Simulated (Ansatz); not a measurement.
System: CF, charge 1, multiplicity 1. 
Coordinates optimised at B3LYP-D3(BJ)/def2-TZVP (Ansatz, a quantum-chemistry and plane-wave program):
SMILES: [C][F+]
```xyz
2

C      0.0000     0.0000    -0.6936
F      0.0000     0.0000     0.4624
```
Charge +1, spin multiplicity 1.

Basis-set convergence of Hartree-Fock and CCSD(T) correlation energies (hartree) with Ansatz. Correlated levels leave the core frozen unless marked. No spin-orbit coupling. No relativistic terms.

| basis | functions | E(HF) | E(corr, CCSD(T)) |
|---|---|---|---|
| def2-SVP | 28 | -136.72732 | -0.29829 |
| def2-TZVPP | 62 | -136.90680 | -0.37276 |
| def2-QZVPP | 114 | -136.91323 | -0.40028 |

Extrapolating the two largest sets (X = 3 and 4) as X^-3: E(corr) = (64·(-0.40028) - 27·(-0.37276))/37 = -0.4204 Eh, an estimate of the basis-set limit. The largest set recovers 95.2 % of it, the smallest 71.0 %.
